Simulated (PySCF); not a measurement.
SMILES O=CC[SiH2]C=O, GFN2-xTB optimised geometry. Atoms within 1.6 Å of the plane z = 0.0 Å (x, y, z in Å): O1 (2.31, -0.98, 0.00), C2 (1.11, -0.98, 0.00), C3 (0.25, 0.22, 0.00), H7 (0.54, -1.93, -0.05), H8 (0.77, 1.06, 0.46), H9 (-0.68, 0.03, 0.54), H12 (-2.31, 1.93, -1.10).

Computed with PBE/def2-TZVP (PySCF). Cells within 0.4 Å of a nucleus heavier than hydrogen are left out (blank, or x).

Map of the deformation density (molecule minus spherical neutral atoms) (e/bohr³) on the plane z = 0.0 Å:

```
|111111111111111111111111111|
|111111111111111111111111111|
|111111000000111111111111111|
|111110000000001111111111111|
|111100000000000001111111111|
|111000000000000000011111111|
|111000000000000000001111111|
|111000000000000000000111111|
|111000000000000000000111111|
|111000000000001100000011111|
|111000000000002310000011111|
|111100000000004410000111111|
|1111100000023xx200001111111|
|1111100000024xx410001111111|
|111110000001114740023211111|
|1111110000000026x46xx310011|
|1111110000000003xx9xx410011|
|111111100000002762349311111|
|111111110000004940012111111|
|111111111000002410001111111|
|111111111000000000001111111|
|111111111100000000000111111|
|111111111110000000000111111|
|111111111111000000001111111|
|111111111111111001111111111|
|111111111111111111111111111|
|111111111111111111111111111|
```
Scale: ten equal steps from -0.013 (start of '0') to 0.113 (end of '9'), in the order '0123456789'; x runs from -4.50 to 4.50, y from -4.50 (bottom) to 4.50 (top).
